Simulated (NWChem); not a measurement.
**Basis-set convergence for H₄AlClS**

SMILES: S.[AlH2][Cl]
```xyz
7

Al    -0.6857    -0.7208    -0.4848
H     -0.3527    -2.2320    -0.1302
H     -2.1613    -0.1606    -0.6545
Cl     0.8513     0.3595    -1.5187
S     -0.2484     0.2516     1.8517
H      1.0935     0.0846     1.8255
H     -0.1626     1.5413     1.4534
```
Charge 0, spin multiplicity 1.

Program: NWChem. All single points use one geometry, from PBE0/def2-SVP, a minimum by its harmonic frequencies.

Quantity: vertical ionisation energy at the level ΔMP2 (Δ: difference of total energies, the cation a doublet at the parent's geometry; it is the state that the SCF runs reached, from PBE0 orbitals for Hartree-Fock references, and need not be the lowest).

The correlated methods keep 15 core orbitals frozen. The Pople sets run with spherical d functions. The structure started from a generated list of species. No SCF solution was tested for a lower state. Open-shell Hartree-Fock references start from PBE0 orbitals; any time given for them includes that run.

The cost column gives rough processor time relative to STO-3G; each entry includes its own SCF.

### Question
In pcseg-2 the value is 10.68 eV. Among STO-3G, def2-SVP, cc-pVDZ, 6-31+G*, 6-311G**, aug-cc-pVDZ, 6-311++G**, which is the smallest basis within 0.05 eV of it?

### Answer
6-31+G*, with 74 functions against 158 and about 10 % of the time. pcseg-2 isn't the basis-set limit itself, and a small set can land close by cancellation.

```json
[
 {"basis": "STO-3G", "functions": "31", "vertical ionisation energy (eV)": "7.92", "relative cost": "1"},
 {"basis": "def2-SVP", "functions": "74", "vertical ionisation energy (eV)": "10.45", "relative cost": "under 3"},
 {"basis": "cc-pVDZ", "functions": "74", "vertical ionisation energy (eV)": "10.47", "relative cost": "6"},
 {"basis": "6-31+G*", "functions": "74", "vertical ionisation energy (eV)": "10.68", "relative cost": "4"},
 {"basis": "6-311G**", "functions": "102", "vertical ionisation energy (eV)": "10.58", "relative cost": "5"},
 {"basis": "aug-cc-pVDZ", "functions": "117", "vertical ionisation energy (eV)": "10.58", "relative cost": "10"},
 {"basis": "6-311++G**", "functions": "118", "vertical ionisation energy (eV)": "10.56", "relative cost": "8"},
 {"basis": "pcseg-2", "functions": "158", "vertical ionisation energy (eV)": "10.68", "relative cost": "30"}
]
```
